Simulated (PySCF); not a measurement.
# Computed records: Al₂H₃O₂

Computed with PySCF 2.14.0. Calculation on a computer-drawn molecule: the log of a Hartree-Fock and frozen-core CCSD(T) single point meant for a local Hartree-Fock minimum, with one planted fault or none, to be diagnosed. Offsets are logged minus clean, where the clean run is the same molecule without the fault. The reference is restricted for singlets and unrestricted otherwise, and also for a bond in bohr or an excited solution. Adding or removing an electron swaps singlet and doublet. The excited solution moves the top pair (singlet) or top alpha electron (doublet) to the lowest empty orbital. Highest occupied and lowest empty are orbital energies over both spins, largest force is the largest gradient component, triples share is (T) over the correlation energy, the T1 limit is 0.02 restricted and 0.045 unrestricted, electrons count all cores, a negative frequency is imaginary (commonest isotopes), and the dipole is about the centre of nuclear charge.

Common to all runs: meant basis cc-pV(D+d)Z; logged basis functions 89; logged SCF converged yes; logged CC converged yes; logged SCF stable within its kind yes; possible faults no fault, one electron removed, one electron added, multiplicity raised by two, geometry at a saddle point, SCF held on an excited solution, minimal basis STO-3G, one bond length entered in bohr, all coordinates scaled.

(1) 
```xyz
7
formula=Al2H3O2 meant_charge=1 meant_multiplicity=1 logged_electrons=44 logged_spin_squared=0.9734 logged_highest_occupied=-11.704 logged_lowest_empty=-3.954 logged_largest_force=0.018643 logged_T1_diagnostic=0.025748 logged_D1_diagnostic=0.125 logged_triples_share=0.020274 logged_dipole_magnitude=6.6346 logged_energy_HF=-635.07754 logged_energy_CCSD(T)=-635.54712 planted_fault=one_bond_length_entered_in_bohr,row_1_of_the_drawn_bonds HF_energy_offset_from_clean_run=93.25 CCSD(T)_energy_offset_from_clean_run=118.1
O      0.1074     0.7137     2.8616
Al    -1.0966     1.7648     0.1561
O     -0.4330     0.8497    -1.1763
Al     0.3487    -0.1582    -2.1540
H      0.0038     0.9394     3.7714
H     -2.1145     2.8867    -0.1716
H      1.0793    -1.1062    -3.1175
```

Units: logged_highest_occupied, logged_lowest_empty in eV; logged_largest_force in hartree/bohr; logged_dipole_magnitude in debye; logged_energy_HF, logged_energy_CCSD(T) in hartree; HF_energy_offset_from_clean_run, CCSD(T)_energy_offset_from_clean_run in kcal/mol.

Drawn bonds:
```
atom  other atom  order
   1           2      1
   2           3      1
   3           4      1
   1           5      1
   2           6      1
   4           7      1
```

(2) 
```xyz
7
formula=Al2H3O2 meant_charge=0 meant_multiplicity=2 logged_electrons=45 logged_spin_squared=1.7629 logged_highest_occupied=-8.3421 logged_lowest_empty=0.94449 logged_largest_force=0.038615 logged_T1_diagnostic=0.020452 logged_D1_diagnostic=0.072475 logged_triples_share=0.021057 logged_dipole_magnitude=1.9802 logged_energy_HF=-635.29411 logged_energy_CCSD(T)=-635.76433
O      1.0881    -1.8906     2.2693
Al     0.7713    -1.2758     0.7316
O     -0.7999    -1.0090     0.2013
Al    -2.3347    -0.6981    -0.4219
H     -0.0553    -2.3633     3.5490
H      2.0032    -0.9589    -0.1788
H     -3.0886    -1.8880    -1.1760
```

Units: logged_highest_occupied, logged_lowest_empty in eV; logged_largest_force in hartree/bohr; logged_dipole_magnitude in debye; logged_energy_HF, logged_energy_CCSD(T) in hartree.

Drawn bonds:
```
atom  other atom  order
   1           2      1
   2           3      1
   3           4      1
   1           5      1
   2           6      1
   4           7      1
```

## Withheld values
1. Which fault was planted in the run of Al₂H₃O₂ (entry 2)?

Calculated values
1. one bond length entered in bohr, row 4 of the drawn bonds

Further results for Al₂H₃O₂ (entry 2):

- HF energy offset from clean run: 104.4 kcal/mol
- CCSD(T) energy offset from clean run: 132.4 kcal/mol
